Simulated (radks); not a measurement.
The rhenium ion Re5+, 70 electrons, occupied as [Kr] 4d10 4f14 5s1 5p6 5d3 (not the ground configuration). All-electron calculation, scalar-relativistic Kohn-Sham, BLYP, spin-polarised, spherical densities, finite nucleus; open shells are filled with parallel spins first (spin-orbit coupling, left out, can overturn this in heavy ions); Fermi nuclear charge, rms radius 5.3698 fm. Program: a radial shooting solver on a logarithmic mesh with Libxc functionals. Some entries of the table are withheld. Estimate them.

orbital,occ.,eigenvalue (eV),<r> (bohr),<1/r> (bohr^-1)
1s up,1,-71710.47,0.01804,88.72
1s down,1,-71710.30,0.01804,88.72
2s up,1,-12488.72,0.07622,20.76
2s down,1,-12488.39,0.07622,20.76
2p up,3,-10910.42,0.06834,18.75
2p down,3,-10910.14,0.06834,18.75
3s up,1,-2941.316,0.1974,7.691
3s down,1,-2941.137,0.1974,7.691
3p up,3,-2475.734,0.1979,7.086
3p down,3,-2475.543,0.1979,7.086
3d up,5,-1947.095,0.1792,6.691
3d down,5,-1946.834,0.1792,6.691
4s up,1,-665.3542,0.4406,3.274
4s down,1,-664.9432,0.4406,3.274
4p up,3,-512.5847,0.4686,2.972
4p down,3,-512.1645,0.4684,2.972
4d up,5,-320.7072,0.4999,2.648
4d down,5,-320.1865,0.4994,2.650
5s up,1,-149.2828,1.019,1.315
5s down,0,-146.3868,1.015,1.323
5p up,3,-109.6395,1.162,1.131
4f up,7,-107.5375,0.5758,2.172
4f down,7,-106.6816,0.5714,2.182
5p down,3,-106.4465,1.161,1.135
5d up,3,-62.5859,1.501,(1)
5d down,0,-59.5446,1.524,(2)

Answer. 
(1) 5d up <1/r> (bohr^-1): 0.8550
(2) 5d down <1/r> (bohr^-1): 0.8442
